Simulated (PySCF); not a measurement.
**GeBr from Hartree–Fock to correlated methods**

State: ²Π (doublet), unpaired electrons π ↑. Set-up: basis Ge def2-TZVPPD, Br def2-TZVPPD; no relativity; PySCF 2.14. De refers to Ge + Br in their high-spin ground configurations, without counterpoise correction. The functionals are run spin-unrestricted. A positive dipole means Ge(−)Br(+).

| Level | Re (Å) | ωe (cm⁻¹) | De (eV) | μ (D) | CPU s a point (SCF and correlation, without the integrals) |
| --- | --- | --- | --- | --- | --- |
| UHF | 2.351 | 289 | 2.37 | -2.06 | 3.4 |
| UHF-MP2 | 2.314 | 305 | 3.64 | n/a | 6.3 |
| UHF-SCS-MP2 | 2.326 | 300 | 3.51 | n/a | n/a |
| UHF-CCSD | 2.324 | 301 | 3.38 | n/a | n/a |
| UHF-CCSD(T) | 2.326 | 300 | 3.52 | n/a | 570 |
| PBE | 2.347 | 285 | 3.89 | -1.42 | 2.8 |
| PBEsol | 2.323 | 294 | 4.13 | -1.27 | 1.9 |
| PW91 | 2.345 | 285 | 3.92 | -1.44 | 1.9 |
| TPSS | 2.342 | 286 | 3.82 | -1.45 | 4 |
| r²SCAN | 2.325 | 295 | 3.82 | -1.35 | 4 |
| TPSSh | 2.334 | 290 | 3.75 | -1.50 | 6 |
| PBE0 | 2.326 | 296 | 3.72 | -1.53 | 6.1 |
| B97-3 | 2.343 | 290 | 3.68 | -1.64 | 4 |
| ωB97M-V | 2.325 | 297 | 3.63 | -1.71 | 15 |

The bond length runs from 2.314 Å (UHF-MP2) to 2.351 Å (UHF). De spans 2.37 eV (UHF, mean field) to 4.13 eV (PBEsol, GGA). Correlation at CCSD(T) changes the Hartree–Fock bond energy by +1.15 eV; the triples alone change it by +0.14 eV.

Correlated steps freeze 18 core orbitals. Spin–orbit coupling is left out. The state was picked by a PBE0 search and need not be the measured ground state.

The whole job (state search and all levels along the bond) took about 45 min on 2 threads of Arm Neoverse V1 (shared host), peak memory 5.4 GiB.
